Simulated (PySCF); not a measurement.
# `N[C@@H]1C=CC[C@@H](S)C1`, C₆H₁₁NS

Geometry:
```json
{"atom": "N1", "x (Å)": "2.465", "y (Å)": "-0.344", "z (Å)": "0.466"}
{"atom": "C2", "x (Å)": "1.101", "y (Å)": "0.164", "z (Å)": "0.471"}
{"atom": "C3", "x (Å)": "0.214", "y (Å)": "-0.848", "z (Å)": "1.139"}
{"atom": "C4", "x (Å)": "-1.012", "y (Å)": "-1.140", "z (Å)": "0.735"}
{"atom": "C5", "x (Å)": "-1.679", "y (Å)": "-0.503", "z (Å)": "-0.446"}
{"atom": "C6", "x (Å)": "-0.944", "y (Å)": "0.750", "z (Å)": "-0.907"}
{"atom": "S7", "x (Å)": "-1.397", "y (Å)": "2.193", "z (Å)": "0.137"}
{"atom": "C8", "x (Å)": "0.561", "y (Å)": "0.518", "z (Å)": "-0.926"}
{"atom": "H9", "x (Å)": "3.093", "y (Å)": "0.332", "z (Å)": "0.045"}
{"atom": "H10", "x (Å)": "2.519", "y (Å)": "-1.201", "z (Å)": "-0.075"}
{"atom": "H11", "x (Å)": "1.121", "y (Å)": "1.075", "z (Å)": "1.088"}
{"atom": "H12", "x (Å)": "0.655", "y (Å)": "-1.339", "z (Å)": "1.993"}
{"atom": "H13", "x (Å)": "-1.598", "y (Å)": "-1.884", "z (Å)": "1.256"}
{"atom": "H14", "x (Å)": "-1.704", "y (Å)": "-1.225", "z (Å)": "-1.270"}
{"atom": "H15", "x (Å)": "-2.717", "y (Å)": "-0.260", "z (Å)": "-0.203"}
{"atom": "H16", "x (Å)": "-1.287", "y (Å)": "1.050", "z (Å)": "-1.901"}
{"atom": "H17", "x (Å)": "-1.238", "y (Å)": "1.580", "z (Å)": "1.306"}
{"atom": "H18", "x (Å)": "1.072", "y (Å)": "1.405", "z (Å)": "-1.309"}
{"atom": "H19", "x (Å)": "0.766", "y (Å)": "-0.315", "z (Å)": "-1.607"}
```

Method: TDDFT BHandHLYP/def2-SVPD circular dichroism and optical rotation, one conformer, gas phase (PySCF 2.14.0). Geometry: GFN2-xTB.

The molecule is flexible and this is one conformer; a measurement averages over conformers.

(1) Assign R or S to each stereocentre.

(2) List the lowest 8 singlet excitations with oscillator and rotatory strengths.

Answers

(1) C2 S, C6 R.

(2) Rotatory strengths R in 10⁻⁴⁰ esu² cm², velocity form and length form (origin at the centre of mass); f in length form.
```csv
state,E (eV),λ (nm),f,R (velocity),R (length),main
1,5.82,213,0.003,-4.8,-4.3,"HOMO→LUMO+3 0.40, HOMO→LUMO 0.25"
2,6.40,194,0.013,-18.3,-15.7,"HOMO→LUMO+1 0.57, HOMO→LUMO 0.23"
3,6.54,190,0.053,+34.4,+38.5,"HOMO−1→LUMO 0.45, HOMO→LUMO+1 0.14"
4,6.94,179,0.077,-13.8,-11.2,"HOMO−1→LUMO 0.31, HOMO→LUMO 0.25"
5,7.04,176,0.010,+19.3,+18.0,"HOMO−2→LUMO 0.23, HOMO→LUMO+3 0.16"
6,7.11,174,0.006,-15.7,-16.9,"HOMO→LUMO+2 0.55, HOMO−1→LUMO+2 0.13"
7,7.22,172,0.142,-58.9,-65.9,"HOMO−1→LUMO+1 0.34, HOMO−1→LUMO+5 0.21"
8,7.54,164,0.038,-1.7,-2.7,"HOMO−1→LUMO+2 0.18, HOMO−1→LUMO+1 0.11"
```

Among the states computed, the strongest CD band (largest |R|) is state 7. The largest dissymmetry factor in size, g = 4R/(D+G), with D and G the electric and magnetic dipole strengths, is -0.03 for state 6 (velocity form, f = 0.006), among bands with |R| over 0.5. The mirror image has the same energies and oscillator strengths and all R with the opposite sign.
